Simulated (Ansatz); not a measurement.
Program: Ansatz. Geometries: PBE0-D4/def2-TZVP. ΔE: electronic, gas phase. CCSD(T)/CBS adds triple-zeta CCSD(T) − MP2 to the extrapolated MP2 energy (def2 sets, frozen cores). Functionals use def2-TZVPP. def2 core potentials past Kr. For Sn outer-core shells are correlated without core-valence functions, which leaves a few kJ/mol of doubt a bond. One conformer a species, not always the lowest.

`[Cl][Sn][Cl]` + `O[Si]([SiH3])(S)Cl` → `[SH][Sn][Cl]` + `O[Si]([SiH3])(Cl)Cl`  (redistribution)

`[Cl][Sn][Cl]`:

Z-matrix (Å, degrees):
```
Sn
Cl 1 2.363
Cl 1 2.363 2 98.4
```

`O[Si]([SiH3])(S)Cl`:

```xyz
10

O     1.130    0.573    1.568
Si    0.659   -0.035    0.127
Si   -1.666   -0.200    0.141
S     1.430    1.252   -1.396
Cl    1.445   -1.920   -0.187
H     2.067    0.737    1.704
H    -2.115   -1.133    1.207
H    -2.093   -0.717   -1.185
H    -2.257    1.145    0.363
H     1.400    0.299   -2.342
```

`[SH][Sn][Cl]`:

```xyz
4

S    -0.201    1.043   -1.151
Sn    0.554    0.779    1.140
Cl    0.149   -1.561    1.292
H    -0.502   -0.261   -1.280
```

`O[Si]([SiH3])(Cl)Cl`:

Cartesian coordinates in Å:
```
O 0.630 1.795 0.383
Si 0.499 0.429 -0.492
Si -0.888 -1.065 0.633
Cl -0.254 0.856 -2.357
Cl 2.358 -0.393 -0.797
H 1.175 2.512 0.051
H -0.994 -2.299 -0.185
H -2.231 -0.454 0.806
H -0.296 -1.382 1.957
```

```json
{"species": "`[Cl][Sn][Cl]`", "BHLYP energy (Eh)": "-1134.77709"}
{"species": "`O[Si]([SiH3])(S)Cl`", "BHLYP energy (Eh)": "-1515.78609"}
{"species": "`[SH][Sn][Cl]`", "BHLYP energy (Eh)": "-1073.34607"}
{"species": "`O[Si]([SiH3])(Cl)Cl`", "BHLYP energy (Eh)": "-1577.22007"}
```

Problem. Work out ΔE.

Solution. ΔE = (-1073.34607) + (-1577.22007) − (-1134.77709) − (-1515.78609) = -0.00296 Eh = -7.8 kJ/mol. CCSD(T)/CBS gives -8.7 kJ/mol.

Largest T1 diagnostic among the species: 0.015.

In def2-TZVPP, CCSD(T) changes the Hartree–Fock value by −3.9 kJ/mol (the triples alone add −0.8 kJ/mol) and MP2 by −4.7 kJ/mol. At CCSD(T), def2-SVP lies −5.2 kJ/mol from the extrapolated value and def2-TZVPP −1.8 kJ/mol. Leaving LDA and LC-ωPBE aside and taking each functional with its dispersion term where it has one, the values, not all of them listed here, spread over 4.0 kJ/mol, from PBE-QIDH to B97M-V. LDA lies −3.9 kJ/mol from PBE without D4.
